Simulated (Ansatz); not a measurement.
`C[SiH2]S[SiH2]Cl` and `C[SiH2]SS` differ in one atom or group.

Ansatz, PBE0-D4/def2-TZVP geometries, multiplicity 1. Each molecule was computed in one conformer, which needn't be the lowest.

| property | `C[SiH2]S[SiH2]Cl` |
| --- | --- |
| HOMO energy (PBE/def2-TZVPP) / eV | -6.38 |
| HOMO energy (PBE0/def2-TZVPP) / eV | -7.58 |
| HOMO–LUMO gap (ωB97M-V/def2-TZVPP) / eV | 11.48 |
| HOMO energy (B3LYP/def2-TZVPP) / eV | -7.34 |
| LUMO energy (B3LYP/def2-TZVPP) / eV | -0.23 |
| HOMO energy (ωB97M-V/def2-TZVPP) / eV | -9.74 |

Question: Give the same properties after the change, and the shifts. (Best estimate.)

Answer: The calculation gave: 
```json
{"property": "HOMO energy (PBE/def2-TZVPP) / eV", "`C[SiH2]SS`": "-5.96", "shift": "0.42"}
{"property": "HOMO energy (PBE0/def2-TZVPP) / eV", "`C[SiH2]SS`": "-7.16", "shift": "0.42"}
{"property": "HOMO–LUMO gap (ωB97M-V/def2-TZVPP) / eV", "`C[SiH2]SS`": "10.31", "shift": "-1.17"}
{"property": "HOMO energy (B3LYP/def2-TZVPP) / eV", "`C[SiH2]SS`": "-6.92", "shift": "0.42"}
{"property": "LUMO energy (B3LYP/def2-TZVPP) / eV", "`C[SiH2]SS`": "-1.27", "shift": "-1.04"}
{"property": "HOMO energy (ωB97M-V/def2-TZVPP) / eV", "`C[SiH2]SS`": "-9.30", "shift": "0.44"}
```

With PBE0 the HOMO rises by 0.42 eV and the LUMO falls by 0.96 eV, so the gap narrows by about 1.38 eV. PBE moves the HOMO by 0.42 eV and ωB97M-V by 0.44 eV.

B3LYP here is the variant with VWN-RPA as its local correlation; programs differ in this.
